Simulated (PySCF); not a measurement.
CH9ClOSi3, SMILES C[SiH2]O[Si@H]([SiH3])Cl. Atoms are numbered in the order given.

```xyz
15

C     -3.4280     1.1703     0.2868
Si    -1.9990     0.2649    -0.5168
O     -0.8138     0.0143     0.6651
Si     0.8156    -0.3232     0.7381
Si     2.0946     1.4007    -0.2225
Cl     1.2403    -2.0417    -0.3844
H     -3.8476     0.5771     1.1239
H     -4.2367     1.3472    -0.4518
H     -3.1006     2.1515     0.6851
H     -2.4375    -1.0662    -1.0611
H     -1.4051     1.0807    -1.6369
H      1.1440    -0.6240     2.1695
H      3.5581     1.0701    -0.1087
H      1.7290     1.5294    -1.6760
H      1.8324     2.7141     0.4667
```
Charge 0, spin multiplicity 1.

Geometry optimised at PBE-D3(BJ)/def2-SVP. The structure was generated by enumeration; whether it is a known compound was not checked. Other conformers were not sampled.

The numbers are results of TDA-M06-2X/def2-SVPD in PySCF, not measurements.

Vertical excitations. 

```csv
state,energy (eV),λ (nm),f,main pairs
S1,6.51,190,0.027,HOMO→LUMO 88 %
S2,6.61,188,0.029,HOMO→LUMO+1 90 %
S3,7.49,166,0.014,"HOMO→LUMO+3 31 %, HOMO→LUMO+2 30 %, HOMO→LUMO+4 26 %"
S4,7.63,162,0.224,"HOMO→LUMO+4 35 %, HOMO→LUMO+2 23 %, HOMO−2→LUMO 12 %, HOMO−1→LUMO 11 %"
S5,7.72,161,0.077,"HOMO−1→LUMO 57 %, HOMO→LUMO+2 14 %, HOMO→LUMO+4 9 %"
S6,7.86,158,0.020,"HOMO→LUMO+3 21 %, HOMO→LUMO+6 20 %, HOMO−2→LUMO 16 %, HOMO→LUMO+2 10 %"
T1,5.89,210,0,HOMO→LUMO 84 %
T2,6.01,206,0,HOMO→LUMO+1 90 %
```
Triplets are in the Tamm–Dancoff approximation.
